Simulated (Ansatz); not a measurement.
Ansatz results at the PBE0-D4/def2-TZVP geometry: size of the dipole moment (PBE/def2-TZVPP) 2.15 D; HOMO–LUMO gap (B3LYP/def2-TZVPP) 6.55 eV; size of the dipole moment (ωB97M-V/def2-TZVPP) 2.22 D.

Each molecule was computed in one conformer, which needn't be the lowest.

Q: Which molecule gave them?
A. `NC/C=C\F`
B. `CNCS`
C. `OC1(F)C=N[SiH2]1`
D. `O[SiH]([AlH2])S`

A: B. The others give `O[SiH]([AlH2])S`: 1.69, 5.75, 1.65; `OC1(F)C=N[SiH2]1`: 1.32, 5.98, 1.20; `NC/C=C\F`: 0.47, 6.82, 0.46.

B3LYP here is the variant with VWN-RPA as its local correlation; programs differ in this.
